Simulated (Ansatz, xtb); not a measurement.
## COSSe: which of two structures lies lower

We compare I, `O=C1S[Se]1`, a singlet, with II, a singlet given by its coordinates. Both are isolated molecules in the gas phase, relaxed with B3LYP/6-31G*.

I (Å):

```csv
atom,x (Å),y (Å),z (Å)
C,-0.1110,0.7800,1.2593
O,-0.4116,-0.2151,0.6951
S,0.5547,2.3763,0.9849
Se,-0.0955,1.5448,3.0784
```

II (Å):

```yaml
atoms:
  - { symbol: C, position_ang: [0.2191, -0.2516, 0.8783] }
  - { symbol: O, position_ang: [-0.2573, -1.2743, 1.1139] }
  - { symbol: S, position_ang: [0.5874, 1.2341, -1.8692] }
  - { symbol: Se, position_ang: [0.9264, 1.3421, 0.2503] }
```

Close contacts (Å): C1–O2 1.15, C1–Se4 1.85, S3–Se4 2.15.

Which of the two would you expect CCSD(T)/def2-TZVPP electronic energies to favour?

Structure I; the calculation gives E(II) − E(I) = +19.2 kcal/mol.

Level by level:

```
             level      geometry  E(II) − E(I) (kcal/mol)  departure from the last row (kcal/mol)  job, with rough time for the two
      B3LYP/6-31G*  B3LYP/6-31G*                     +17.7                                    −1.5                optimisation, 84 s
     HF/def2-TZVPP  B3LYP/6-31G*                     +12.7                                    −6.5           part of the CCSD(T) run
    MP2/def2-TZVPP  B3LYP/6-31G*                     +22.0                                    +2.8           part of the CCSD(T) run
CCSD(T)/def2-TZVPP  B3LYP/6-31G*                     +19.2                                                       single point, 3 min
```

None of the levels shown reverses the order. The largest departure from CCSD(T)/def2-TZVPP is that of HF/def2-TZVPP, 6.5 kcal/mol. Levels run at GFN2-xTB geometries aren't shown.

With harmonic frequencies from B3LYP/6-31G* (ideal gas, rigid rotor, one conformer each, 298.15 K, 1 atm): on the last row, ΔE + ΔZPE = +18.3, ΔH = +18.8, ΔG = +17.5 kcal/mol.

The T1 diagnostic of structure II is large, so the coupled-cluster value is less sure. The correlated steps freeze 16 core orbitals; the filled d shell of Se is correlated, in a basis made for valence electrons. Programs: Ansatz 0.2.0; the last row on 1 thread of Intel(R) Xeon(R) Processor @ 2.50GHz (Skylake/Cascade Lake) on a shared host.
